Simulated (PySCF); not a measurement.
```xyz
6
charge 0 multiplicity 2, angstrom
Mo    0.0157   -0.0110    0.0000
H     0.0000   -1.7114    0.0000
H    -1.2666    0.6538   -0.7844
H     0.5053    0.7362   -1.4161
H     0.5053    0.7362    1.4161
H    -1.2666    0.6538    0.7844
```

Method: UPBE0 in PySCF with Mo def2-TZVP with ECP28, H def2-TZVP; scalar-relativistic core potentials, no spin–orbit coupling; density-fitted integrals.

This geometry of MoH₅ is a stationary point at this level.

What is the point group?

Cs.

Is it a minimum?

Yes: all harmonic wavenumbers are real.

List the harmonic modes with their infrared intensities.


```json
{"symmetry": "a''", "ω (cm⁻¹)": "414", "IR (km/mol)": "16.9", "type": "bend"}
{"symmetry": "a'", "ω (cm⁻¹)": "505", "IR (km/mol)": "121", "type": "bend"}
{"symmetry": "a'", "ω (cm⁻¹)": "810", "IR (km/mol)": "40.5", "type": "bend"}
{"symmetry": "a''", "ω (cm⁻¹)": "828", "IR (km/mol)": "36.0", "type": "bend"}
{"symmetry": "a'", "ω (cm⁻¹)": "836", "IR (km/mol)": "53.9", "type": "bend"}
{"symmetry": "a'", "ω (cm⁻¹)": "909", "IR (km/mol)": "43.5", "type": "bend"}
{"symmetry": "a''", "ω (cm⁻¹)": "923", "IR (km/mol)": "69.8", "type": "bend"}
{"symmetry": "a'", "ω (cm⁻¹)": "1911", "IR (km/mol)": "280", "type": "stretch"}
{"symmetry": "a''", "ω (cm⁻¹)": "1950", "IR (km/mol)": "169", "type": "stretch"}
{"symmetry": "a'", "ω (cm⁻¹)": "1963", "IR (km/mol)": "101", "type": "stretch"}
{"symmetry": "a''", "ω (cm⁻¹)": "2049", "IR (km/mol)": "107", "type": "stretch"}
{"symmetry": "a'", "ω (cm⁻¹)": "2053", "IR (km/mol)": "63.4", "type": "stretch"}
```

Give the ideal-gas entropy at 298.15 K and 1 bar by parts.

translation 166.7, rotation 76.3, vibration 10.0, spin 5.8; total 258.7 J/(mol K).

Only a few start shapes were tried, so a lower isomer may exist. Other spin states or occupations of the open shell can lie lower.
